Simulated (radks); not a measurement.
The iron anion Fe- inside a hard spherical wall (all orbitals vanish at R), configuration held at [Ar] 3d7 4s2 and not refilled when levels cross. All-electron calculation, scalar-relativistic Kohn-Sham, PBE, spin-polarised, spherical densities, finite nucleus; open shells are filled with parallel spins first; Fermi nuclear charge, rms radius 3.7377 fm. Program: a radial shooting solver on a logarithmic mesh with Libxc functionals. Eigenvalues in eV for spin up, with the zero of energy where the potential of the charges vanishes at infinity; a dash marks a level that is unbound or too diffuse for the functional's potential to be trusted. A positive occupied level is held by the wall or, in an anion where self-interaction has pushed it up, behind a barrier. The pressure on the wall is -dE/dV.

R (bohr)  E (hartree)  kinetic (hartree)    e(3s)    e(3p)   e(3d)   e(4s)  e(4p, empty)  e(5s, empty)  pressure (GPa)
15        -1272.60263           1287.805  -85.742  -51.849   0.261   0.435             -             -         0.00757
12        -1272.59958           1287.808  -85.240  -51.350   0.729   0.718             -             -          0.0259
10        -1272.59417           1287.826  -84.775  -50.887   1.173   1.030         3.894         5.788           0.104
8         -1272.57636           1287.891  -83.891  -50.003   2.023   1.707         5.051         9.158           0.595
6         -1272.49834           1288.160  -81.698  -47.814   4.100   3.631         7.959        17.948            5.23
5         -1272.36479           1288.590  -79.231  -45.367   6.398   6.109        11.410        28.372            19.7
3.5       -1271.52042           1291.110  -70.030  -36.343  15.053  18.006        26.612        72.233             242
3         -1270.58258           1293.827  -63.366  -29.860  21.647  29.313        40.220        109.01             702
2.5       -1268.42828           1300.117  -52.350  -19.052  33.321  52.828        67.190        177.57            2480
2         -1262.50728           1317.521  -31.427    2.218  57.407  109.66        128.46        322.25           11700
